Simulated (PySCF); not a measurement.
The same groups moved round the core (butadiene methyl+boryl). Gas-phase values, no solvent. One relaxed conformer stands for each flexible species; it need not be the lowest. Strings in code marks are SMILES.

Quantity: electronic energy of isomers of C5H9B relative to `B/C=C/C=C/C`, in eV.

Level 1: TPSSh-D3(BJ)/def2-TZVP // CAM-B3LYP-D3(BJ)/def2-TZVP (PySCF)
Level 2: B3LYP/3-21G // CAM-B3LYP-D3(BJ)/def2-TZVP (PySCF)
Level 3: PBE/6-31G* // CAM-B3LYP-D3(BJ)/def2-TZVP (PySCF)
Level 4: frozen-core MP2/6-31G* // CAM-B3LYP-D3(BJ)/def2-TZVP (PySCF)

```tsv
species	level 2	level 3	level 4
`B/C(C=C)=C/C`	0.299	0.283	0.243
`B/C=C(/C)C=C`	0.170	0.170	0.131
`B/C=C\C=C/C`	0.173	0.172	0.195
`B/C=C/C(=C)C`	0.096	0.093	0.034
`B/C(C)=C\C=C`	0.233	0.216	0.197
`B/C=C\C(=C)C`	0.348	0.305	0.295
`B/C=C(\C)C=C`	0.155	0.151	0.116
`BC(=C)C(=C)C`	0.386	0.366	0.271
`B/C=C/C=C\C`	0.066	0.070	0.077
`B/C(C)=C/C=C`	0.191	0.184	0.142
`B/C(C=C)=C\C`	0.338	0.319	0.288
`BC(=C)/C=C\C`	0.44	0.417	0.334
```

Problem. What does level 1 give for each, and how far do the other levels lie from it on average?

Solution. 
- `B/C(C=C)=C/C`: 0.248
- `B/C=C(/C)C=C`: 0.127
- `B/C=C\C=C/C`: 0.158
- `B/C=C/C(=C)C`: 0.058
- `B/C(C)=C\C=C`: 0.206
- `B/C=C\C(=C)C`: 0.272
- `B/C=C(\C)C=C`: 0.110
- `BC(=C)C(=C)C`: 0.311
- `B/C=C/C=C\C`: 0.059
- `B/C(C)=C/C=C`: 0.165
- `B/C(C=C)=C\C`: 0.293
- `BC(=C)/C=C\C`: 0.376
Mean absolute difference from level 1, which has limits of its own, over these rows (drawn at random from the members that have all these levels): level 2 0.042 eV, level 3 0.030 eV, level 4 0.020 eV.
